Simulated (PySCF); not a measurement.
# Computed properties of Se(OH)(NMe2) (C₂H₇NOSe), SMILES CN(C)[Se]O

Se(OH)(NMe2) (C2H7NOSe), SMILES CN(C)[Se]O. Geometry: PBE0-D3(BJ)/def2-SVP. Other conformers were not sampled. All values are computed for the isolated molecule unless a solvent is named; none is compared with measurement here.

**Structure.** All 30 harmonic modes at PBE0-D3(BJ)/def2-SVP (PySCF) are real, so it is a minimum. With heavy atoms numbered as in [Se:1]([OH:2])[N:4]([CH3:5])[CH3:6], the shortest bond between them is N4–C5 at 1.446 Å and the longest Se1–O2 at 1.827 Å.

**Vibrations.** The strongest infrared lines (harmonic, unscaled, degenerate partners summed) lie at 449 cm⁻¹ (93 km/mol, H 86 %), 600 cm⁻¹ (69 km/mol, C 26 %, N 24 %, H 18 %, Se 17 %, O 15 %), 1008 cm⁻¹ (69 km/mol, C 40 %, H 34 %, N 26 %). The softest mode is at 113 cm⁻¹ and the zero-point energy is 60.6 kcal/mol.

**Electronic structure.** HF/def2-TZVP (PySCF) places the frontier levels at -9.24 and 2.93 eV, a gap of 12.17 eV, and gives a dipole moment of 2.19 D and a mean polarisability of 59.3 bohr³. PBE/def2-TZVP (PySCF) at the same geometry gives -5.13 and -1.34 eV, so its gap is 8.38 eV narrower. An orbital gap is neither the optical nor the fundamental gap.

**Excitations.** TDDFT-PBE0/def2-SVPD (PySCF) has S1 at 4.26 eV (291 nm, f = 0.001, dark); the most intense of the 10 singlets computed lies at 5.42 eV (f = 0.06). T1 (TDA) is at 3.51 eV. TDDFT-PBE/def2-SVPD (PySCF) puts S1 at 3.95 eV. No vertical singlet excitation falls in the visible range (under 3.1 eV).

**NMR.** GIAO shifts at HF/pcSseg-1 (PySCF) (non-relativistic, atoms alike by connectivity averaged): ¹³C at 47.9 ppm against TMS; ¹H at 3.2 ppm against TMS.
